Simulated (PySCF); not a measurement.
ClGeH₆NSi, SMILES N[Si@@H](Cl)[GeH3].

Geometry optimised at PBE0-D3(BJ)/def2-SVP. The structure was generated by enumeration; whether it is a known compound was not checked. One conformer was computed; it need not be the lowest.

Two levels are set side by side: TDA-PBE/def2-SVPD (PySCF) and TDA-CAM-B3LYP/def2-SVPD (PySCF). Vertical, same geometry. The lowest singlet is HOMO→LUMO 90 % with PBE and HOMO→LUMO 56 %, HOMO−1→LUMO 32 % with the other functional; states are paired by order. Differences are taken from unrounded values.

```tsv
quantity	TDA-CAM-B3LYP	TDA-PBE	TDA-PBE minus TDA-CAM-B3LYP
lowest singlet excitation (eV)	6.76	5.86	-0.89
lowest triplet excitation (TDA) (eV)	6.17	5.50	-0.67
first bright state (f over 0.05) (eV)	7.24	6.61	-0.63
its oscillator strength	0.09	0.12	0.03
```

A lower first singlet is the usual sign of a functional without exact exchange. Differences between two approximate levels are no errors against the true value.

Rough cost on one machine, each run with all the roots and properties that it gave: TDA-CAM-B3LYP against TDA-PBE about 4 times.
